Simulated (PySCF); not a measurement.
Species: C2H5OSi (doublet state).
Numbering: `[CH3:1][C:2](=[O:3])[SiH2:4]` (hydrogens: H5, H6, H7 on C1; H8, H9 on Si4)

Cartesian coordinates in Å at the GFN2-xTB level; atoms count from 1:
```
atom  x, y, z in Å
C1    -1.2913   -0.0611    0.0981
C2     0.0312    0.6618   -0.0470
O3     0.0953    1.8863   -0.1532
Si4    1.5974   -0.3315   -0.0864
H5    -2.0773    0.6522    0.3365
H6    -1.2338   -0.8204    0.8747
H7    -1.5391   -0.5531   -0.8420
H8     2.8618    0.3491   -0.2564
H9     1.5693   -1.7772    0.0505
```

The hyperfine couplings belong to this conformer and change with its torsions.

Method: PySCF 2.14.0, UKS B3LYP, pcH-1 on C H O Si, non-relativistic, mean-field spin-orbit, GIAO. Isolated species at its GFN2-xTB geometry, gas phase. Couplings are sensitive to structure, and on GFN2-xTB geometries they can be far from those on DFT ones, by a factor of two or more for some ions and for spin on atoms past the first row. No stability test was run, so a lower SCF solution isn't excluded.

(1) Give the isotropic g value and a_iso(29Si) at Si4.

(2) For one electron spin and this one nucleus (I = 1/2, g_N = -1.1106), compare first-order, second-order and exact resonance fields at 3.262 GHz.

(3) Give the zero-field levels of this pair of spins.

Results:

(1) g_iso = 2.00395 and a = -136.00 MHz, or -4.849 mT (Mulliken spin population +0.97). 29Si makes up about 4.7 % of the natural element, so this concerns labelled samples or satellites.

(2) B0 = hν/(g μB) = 116.301 mT and a/B0 = -0.0417. B(1) = B0 − a·mI, B(2) = B(1) − a²[I(I+1) − mI²]/(2B0); the exact values solve the Breit–Rabi equation, nuclear Zeeman term included.

| mI | first order (mT) | second order (mT) | exact (mT) | exact − first order |
| --- | --- | --- | --- | --- |
| −1/2 | 113.877 | 113.826 | 113.825 | -0.052 |
| +1/2 | 118.726 | 118.675 | 118.676 | -0.050 |

(3) F = I ± 1/2 = 1 and 0, at a·I/2 = -34.0 MHz and −a(I+1)/2 = +102.0 MHz, that is |a|(I + 1/2) = 136.0 MHz apart; F = 1 lies lower.

Other couplings of abundant isotopes, left aside here: 2 × 1H 44 MHz, 3 × 1H 2 MHz.

Class means assume fast exchange of nuclei equivalent by connectivity; if that motion is slow, each nucleus keeps its own coupling. The three 1H nuclei of mean +2.1 MHz run from -1.3 to 5.7 MHz in the frozen geometry.

Time: 14 s of wall time. Hardware: one thread of an Arm Neoverse V2, shared host.
